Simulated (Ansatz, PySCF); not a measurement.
The pair A = dimethyl selenide (SMILES C[Se]C) (first 9 atoms), B = NH3 (SMILES N); geometry from B3LYP-D3(BJ)/def2-TZVP.
(charge 0, multiplicity 1):
```xyz
13

C     -0.799     0.063    -1.832
Se    -0.605     0.357     0.097
C      1.318     0.730     0.103
H     -0.178    -0.773    -2.148
H     -1.845    -0.170    -2.018
H     -0.525     0.964    -2.377
H      1.860    -0.113    -0.322
H      1.587     0.856     1.149
H      1.525     1.638    -0.460
N      0.406     0.156     3.403
H      0.801    -0.215     4.260
H     -0.340     0.792     3.662
H     -0.023    -0.616     2.903
```

Cores are frozen in the correlated methods. Filled d and f shells under p-block atoms count as core. MP2 and its Hartree–Fock in aug-cc-pVTZ are density fitted. Rows in 6-31G* carry no dispersion term and start afresh at each structure (6-31G* with six Cartesian d functions); the Pople sets are all-electron and without relativity.

Codes used: Ansatz (a quantum-chemistry and plane-wave program) with Gaussian orbitals; PySCF for 6-31G* rows. 

Total energies (hartree), monomers frozen at their geometry in the pair:

```
structure               B3LYP/6-31G*  B3LYP/def2-TZVPPD  MP2/aug-cc-pVTZ
---------------------  -------------  -----------------  ---------------
AB                     -2537.6701260      -2538.0410428    -2536.1356882
A in the pair's basis  -2481.1179062      -2481.4488596    -2479.6705059
B in the pair's basis    -56.5496586        -56.5904273      -56.4607001
A                      -2481.1177331      -2481.4488044    -2479.6701358
B                        -56.5477685        -56.5902822      -56.4604547
```

Work out the interaction energy without and with the counterpoise correction, and the superposition error, for each level.


E(AB) − E(A) − E(B), times 627.509 kcal/mol, with the monomers in their own basis and then in the pair's basis:
- B3LYP/6-31G*: -2.90 uncorrected, -1.61 corrected; the monomers gain 1.29 kcal/mol from borrowed functions
- B3LYP/def2-TZVPPD: -1.23 uncorrected, -1.10 corrected; the monomers gain 0.13 kcal/mol from borrowed functions
- MP2/aug-cc-pVTZ: -3.20 uncorrected, -2.81 corrected; the monomers gain 0.39 kcal/mol from borrowed functions
